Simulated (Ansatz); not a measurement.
Molecule: AlCl, net charge 0, singlet state. SMILES: [Al][Cl]
Geometry: optimised at B3LYP-D3(BJ)/def2-TZVP (Ansatz, a program for electronic structure).

Property: enthalpy of formation at 298 K, in kcal/mol. Set-up: open shells spin-unrestricted; frozen cores in correlated levels; 6-311+G** with 5d, 6d on Na to Ar in Ansatz; 6-31G* and kin with 6d, 5d where marked; LANL2DZ with its own core potentials from Na on; non-relativistic; no spin-orbit coupling. CBS marks a two-point X^-3 extrapolation of the correlation energy; Hartree-Fock from the larger set (for Q and 5 zeta extrapolated as (X+1)exp(-9√X)). First-principles rows: single points at B3LYP-D3(BJ) geometries (Ansatz), with unscaled harmonic terms from B3LYP/6-31G* at its own minima, enthalpies of formation by atomisation with measured atoms.

Coupled cluster (Ansatz) is a level with limits of its own, used here on species with T1 under 0.025 (0.045 for open shells) and stable references: CCSD(T)/CBS(cc-pV(Q+d)Z,cc-pV(5+d)Z).

Value to compare with, CCSD(T)/CBS(cc-pV(Q+d)Z,cc-pV(5+d)Z) (Ansatz): -15.0 kcal/mol.

```
level           program  enthalpy of formation at 298 K (kcal/mol)  difference
--------------  -------  -----------------------------------------  ----------
PBE/STO-3G       Ansatz                                      -80.7       -65.7
PBE/3-21G        Ansatz                                       -3.7        11.3
PBE/LANL2DZ      Ansatz                                        1.6        16.6
PBE/6-31G*       Ansatz                                      -11.2         3.8
PBE/def2-SVP     Ansatz                                      -13.7         1.3
PBE/6-311+G**    Ansatz                                      -11.1         3.9
PBE/def2-TZVPD   Ansatz                                      -13.6         1.4
```

Among the 6 habitual levels, PBE/STO-3G lies farthest from CCSD(T)/CBS(cc-pV(Q+d)Z,cc-pV(5+d)Z) (Ansatz) (-65.7 kcal/mol) and PBE/def2-SVP nearest (1.3); 5 of 6 lie above it, and their mean absolute difference is 17.1 kcal/mol, the median 7.6. One case shows no general order.

The sets are all those run for this method; runs whose electronic state is in doubt are left out.
